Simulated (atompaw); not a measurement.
# LDA (PW92) PAW (atompaw) dataset for Tl, scalar-relativistic all-electron reference.

The input file (atompaw 4.2.0.5):

```
Tl 81
LDA-PW scalarrelativistic loggrid 2001 logderivrange -8 5 326
6 6 5 4 0 0
6 1 1
0 0 0
c
c
c
c
c
v
c
c
c
v
v
c
c
v
c
2
2.40 2.00 2.25 1.90
y
-0.05
n
n
y
2.3
n
custom polynom2 7 10 vanderbiltortho besselshape
3 -0.5 troulliermartins
2.40
2.40
1.35
2.40
2.40
2.05
PWSCFOUT
UPFDX 0.0125d0 UPFXMIN -7.d0 UPFZMESH 81.d0
END
```

Command:

```bash
atompaw < Tl.input > Tl.log
```

Output (summary file):

```
Completed calculations for Tl (AE)

 Exchange-correlation type: LDA, Perdew-Wang correlation

 Radial integration grid is logarithmic
 r0 =   8.4913029E-05 h =   6.8779554E-03   n =      2001 rmax =   8.0000000E+01

 Scalar relativistic calculation

 AEatom converged in  36 iterations
   nz     =  81.00
   delta  =       3.781345518605E-15

 All Electron Orbital energies:
  n  l      occupancy      energy
  1  0      2.0000000E+00 -6.2893486E+03
  2  0      2.0000000E+00 -1.1198987E+03
  3  0      2.0000000E+00 -2.6728377E+02
  4  0      2.0000000E+00 -5.9600783E+01
  5  0      2.0000000E+00 -9.6504557E+00
  6  0      2.0000000E+00 -7.2246346E-01
  2  1      6.0000000E+00 -9.6343599E+02
  3  1      6.0000000E+00 -2.2226639E+02
  4  1      6.0000000E+00 -4.4843008E+01
  5  1      6.0000000E+00 -5.6050651E+00
  6  1      1.0000000E+00 -1.8932088E-01
  3  2      1.0000000E+01 -1.7559146E+02
  4  2      1.0000000E+01 -2.7554348E+01
  5  2      1.0000000E+01 -1.1483134E+00
  4  3      1.4000000E+01 -8.4085936E+00

 Total energy
   Total                    :   -40469.94488364778954

 ---
 Completed calculations for Tl (SC)

 Exchange-correlation type: LDA, Perdew-Wang correlation

 Radial integration grid is logarithmic
 r0 =   8.4913029E-05 h =   6.8779554E-03   n =      2001 rmax =   8.0000000E+01

 Scalar relativistic calculation

 SCatom converged in   5 iterations
   nz     =  81.00
   delta  =       4.821437299220E-15

 Valence Electron Orbital energies:
  n  l      occupancy      energy
   6  0      2.0000000E+00 -7.2246346E-01
   5  1      6.0000000E+00 -5.6050651E+00
   6  1      1.0000000E+00 -1.8932088E-01
   5  2      1.0000000E+01 -1.1483134E+00

 Total energy
   Total                    :   -40469.94488364600693
   Valence                  :     -965.70405142612594

 PAW parameters:
       lmax =            2
         rc =    2.4135851109347475
        irc =         1492
   rc_shape =    2.0045132557956769
    rc_vloc =    2.2531543811121026
    rc_core =    1.9102869936462072
   Vloc: Norm-conserving Troullier-Martins with l= 3;e=  -5.0000E-01
   Projector type: improved polynomial pseudization + Vanderbilt ortho.
   Bessel compensation charge shape zeroed at   2.0045E+00

 Number of basis functions     6
 No.   n  nodes  l      Energy         Cp coeff         Occ
  1    6    5    0   -0.7224635E+00  0.2346398E+03  0.2000000E+01
  2  999    6    0   -0.5000000E-01  0.4121994E+02  0.0000000E+00
  3    5    3    1   -0.5605065E+01 -0.1303475E+01  0.6000000E+01
  4    6    4    1   -0.1893209E+00  0.7267514E+01  0.1000000E+01
  5    5    2    2   -0.1148313E+01  0.3104502E+00  0.1000000E+02
  6  999    3    2    0.2300000E+01 -0.1149155E+01  0.0000000E+00

 Eigenvalues of overlap operator (in the basis of projectors):
    1        1.52783782E-01
    2        6.35098539E-01
    3        3.24228201E+00
    4        1.75873841E+02
    5        2.44981504E+02
    6        3.67666434E+02

 Orbital leakage outside PAW augmentation regions
   orb  is_core?  %out_of_sphere
   1 0    T           0.00
   2 0    T           0.00
   3 0    T           0.00
   4 0    T           0.00
   5 0    T           0.02
   6 0    F          46.81
   2 1    T           0.00
   3 1    T           0.00
   4 1    T           0.00
   5 1    F           0.17
   6 1    F          81.98
   3 2    T           0.00
   4 2    T           0.00
   5 2    F           5.70
   4 3    T           0.00

 Summary of PAW energies
   Total valence energy     :   -965.70409743299433
   Smooth energy            :     34.64839854109851
   One center               :  -1000.35249597409279
   Smooth kinetic           :     36.40150376694504
   Vloc energy              :    -10.04003578001876
   Smooth exch-corr         :    -10.87436449618366
   One-center xc            :   -723.87959670986561
```

The run took about 14 s on one core of a shared server CPU.
